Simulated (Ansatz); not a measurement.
Cost and result up the ladder for Ga₃Sb₃H₁₂, a cluster cut from wurtzite GaSb (hydrogen-capped) (18 atoms). Charge 0, multiplicity 1. Geometry: PBE-D4/def2-SVP.

```xyz
18

Sb   -1.725   -0.956   -1.279
Ga   -1.976    1.738   -1.118
Sb    0.572    2.254   -0.354
Ga   -0.816   -2.674    0.609
Sb    1.536   -1.413    1.081
Ga    1.952    1.187    1.719
H    -3.223   -1.572   -1.851
H    -0.849   -1.288   -2.718
H    -2.198    2.313   -2.569
H    -2.873    2.015    0.149
H     1.557    2.080   -1.750
H     0.735    3.960   -0.248
H    -0.518   -4.064   -0.073
H    -1.705   -2.428    1.888
H     2.566   -1.771   -0.246
H     2.401   -2.360    2.223
H     1.082    1.463    3.006
H     3.483    1.515    1.533
```

Ansatz; hardware A = 2 threads of AMD EPYC 7R13 on a shared host and a share (18 GiB) of an NVIDIA H100 80GB HBM3; B = 2 threads of AMD EPYC 7R13 on a shared host. Times are rough, and most runs start from the orbitals of an earlier one. PBE0-D4/def2-TZVP serves as the yardstick here, not as an exact answer. Differences are given only for rows in sets of like size (and for xTB, whose basis is part of the method), since another set adds its own error. Binding counts from free atoms at the same level (Sb quartet, Ga doublet, H doublet; other spins of the atoms weren't run), without zero-point energy or a counterpoise term.

In the def2 sets Sb takes a core potential; there is no spin–orbit coupling. LC-ωPBE has ω = 0.4 bohr⁻¹. Correlated methods freeze 39 core orbitals; core or outer-core shells of Sb, Ga are correlated, in sets that lack core-valence functions. The rows differ in basis, and correlated rows in double-zeta sets carry the largest basis error.

Correlated methods converge slowly with the basis, most of all in double-zeta sets.

```
                                level  functions  binding energy per atom (eV)  difference from PBE0-D4/def2-TZVP (eV)
r2SCAN-D4/def2-TZVP (with forces) [A]        366                          2.29                                    0.03
             r2SCANh-D4/def2-TZVP [A]        366                          2.28                                    0.02
                 CCSD(T)/def2-SVP [A]        234                          2.10                                       –
                  PBE-D4/def2-SVP [B]        234                          2.27                                       –
                    MP2/def2-TZVP [A]        366                          2.12                                   -0.14
  LC-ωPBE/def2-TZVP (with forces) [A]        366                          2.24                                   -0.03
                PBE0-D4/def2-TZVP [A]        366                          2.26                                    0.00
                 PBE0-D4/def2-SVP [B]        234                          2.26                                       –
                 PBE-D4/def2-TZVP [A]        366                          2.27                                    0.01
```

Task: Estimate how long each takes.

Result: PBE-D4/def2-TZVP [A] 2.1 s; r2SCANh-D4/def2-TZVP [A] 3.4 s; MP2/def2-TZVP [A] 3.5 s; r2SCAN-D4/def2-TZVP (with forces) [A] 3.6 s; PBE0-D4/def2-TZVP [A] 4.6 s; LC-ωPBE/def2-TZVP (with forces) [A] 4.8 s; PBE-D4/def2-SVP [B] 7 s; CCSD(T)/def2-SVP [A] 7.5 s; PBE0-D4/def2-SVP [B] 16 s. On shared hardware such times vary by a factor of up to 3.
